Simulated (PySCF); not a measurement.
A calculated (MN15, PySCF 2.14, pcseg-2, no relativity, point nucleus) atom or ion has these occupied shells.

| shell | electrons | orbital energy (eV) | rms radius, mean of both spins (bohr) |
| --- | --- | --- | --- |
| 1s | 2 | -236.74 | 0.382 |

Problem. Name the element and its charge.

Solution. B³⁺ (boron, charge +3), in 1s2, closed-shell 1S.
